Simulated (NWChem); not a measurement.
Species: C$_{4}$H$_{6}$Si; SMILES C#C/C=C/[SiH3]

```xyz
11

C      0.1412    -3.2354     0.0000
C     -0.1061    -2.0497     0.0000
C     -0.4364    -0.6646     0.0000
C      0.4677     0.3389     0.0000
Si    -0.0045     2.1476     0.0000
H      0.3778    -4.2750     0.0000
H     -1.5027    -0.4342     0.0000
H      1.5230     0.0634     0.0000
H     -1.4883     2.2595     0.0000
H      0.5374     2.8419     1.2010
H      0.5374     2.8419    -1.2010
```
Atoms are numbered in this order, from 1.

Computed with NWChem. Geometry: optimised at B3LYP/6-31G* (spherical d). Level: PBE0/def2-SVP with SMD (1 M gas to 1 M solution), gas-phase geometry. Reactions with the solvent are ignored.

Q: Among these, which solvent gives the lowest value of “cavity-dispersion-structure term (kcal/mol)”?
A) benzene
B) N,N-dimethylformamide
C) acetonitrile
D) water

A: A, benzene. Values: benzene -0.7; acetonitrile 0.9; N,N-dimethylformamide 1.8; water 5.3
